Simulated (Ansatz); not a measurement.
`BC[S][GeH2][F]` and `BCS[SiH2]F` differ in one atom or group.

Ansatz, PBE0-D4/def2-TZVP geometries, multiplicity 1. Each molecule was computed in one conformer, which needn't be the lowest.

Scalar relativity is left out up to krypton.

```json
{"property": "HOMO–LUMO gap (B3LYP/def2-TZVPP) / eV", "`BC[S][GeH2][F]`": "5.06"}
{"property": "HOMO–LUMO gap (PBE/def2-TZVPP) / eV", "`BC[S][GeH2][F]`": "3.28"}
{"property": "HOMO energy (ωB97M-V/def2-TZVPP) / eV", "`BC[S][GeH2][F]`": "-9.53"}
{"property": "size of the dipole moment (B3LYP/def2-TZVPP) / D", "`BC[S][GeH2][F]`": "1.84"}
{"property": "HOMO energy (B3LYP/def2-TZVPP) / eV", "`BC[S][GeH2][F]`": "-7.08"}
{"property": "LUMO energy (ωB97M-V/def2-TZVPP) / eV", "`BC[S][GeH2][F]`": "0.17"}
```

Task: What does the change do to each property? (Estimate.)

Result: Ansatz gave: 
```json
{"property": "HOMO–LUMO gap (B3LYP/def2-TZVPP) / eV", "`BCS[SiH2]F`": "5.12", "shift": "0.06"}
{"property": "HOMO–LUMO gap (PBE/def2-TZVPP) / eV", "`BCS[SiH2]F`": "3.36", "shift": "0.08"}
{"property": "HOMO energy (ωB97M-V/def2-TZVPP) / eV", "`BCS[SiH2]F`": "-9.61", "shift": "-0.08"}
{"property": "size of the dipole moment (B3LYP/def2-TZVPP) / D", "`BCS[SiH2]F`": "1.48", "shift": "-0.36"}
{"property": "HOMO energy (B3LYP/def2-TZVPP) / eV", "`BCS[SiH2]F`": "-7.16", "shift": "-0.08"}
{"property": "LUMO energy (ωB97M-V/def2-TZVPP) / eV", "`BCS[SiH2]F`": "0.15", "shift": "-0.02"}
```

Dipoles are sizes alone; their direction can turn.

B3LYP here is the variant with VWN-RPA as its local correlation; programs differ in this.
